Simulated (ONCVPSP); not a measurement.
Configuration tests for platinum (ONCV)

Pt (Z = 78), optimised norm-conserving Vanderbilt (ONCV), made with ONCVPSP 4.0.1 (PBE, scalar-relativistic). Core [Kr] 4d10, reference 4f14 5s2 5p6 5d7 (charge +3). Waves: 5s: rc 0.95 bohr, ncon 4, nbas 7, qcut 5.7 1/bohr, 2 projectors, debl 2.8 Ha; 5p: rc 1.10 bohr, ncon 3, nbas 6, qcut 8.2 1/bohr, 1 projector; 5d: rc 1.40 bohr, ncon 5, nbas 9, qcut 6.8 1/bohr, 2 projectors, debl 0.5 Ha; 4f: rc 1.00 bohr, ncon 3, nbas 7, qcut 16.4 1/bohr, 2 projectors, debl 2.8 Ha. Local part: polynomial inside 0.90 bohr (lpopt 5, dvloc0 0 Ha). Core correction: none.

In the s channel the program set the typed energies aside and used -5.036, 0.250 Ha. In the d channel the program set the typed energies aside and used -1.425, 0.250 Ha. In the f channel the program set the typed energies aside and used -3.881, 0.250 Ha.

Energies are relative to the spin-unpolarised reference configuration 4f14 5s2 5p6 5d7; without spin polarisation the order of configurations can differ from experiment.

| valence configuration | charge | ΔE all-electron (eV) | error AE − PS (meV) |
| --- | --- | --- | --- |
| 4f14 5s2 5p6 5d9 6s1 | 0 | -61.377 | +14 |
| 4f14 5s2 5p6 5d9 | +1 | -52.183 | +8.7 |
| 4f14 5s2 5p6 5d8 | +2 | -32.217 | +6.6 |
| 4f14 5s2 5p6 5d8 6s2 | 0 | -60.373 | +18 |

Levels in the configuration 4f14 5s2 5p6 5d8:

```csv
level,all-electron (eV),pseudo (eV)
4f,-91.097,-91.178
5s,-122.767,-122.786
5p,-76.844,-76.850
5d,-25.878,-25.878
```

Note: no bound ghost flagged; GHOST(+) flagged for s at 21.6 eV, p at 26.7 eV.
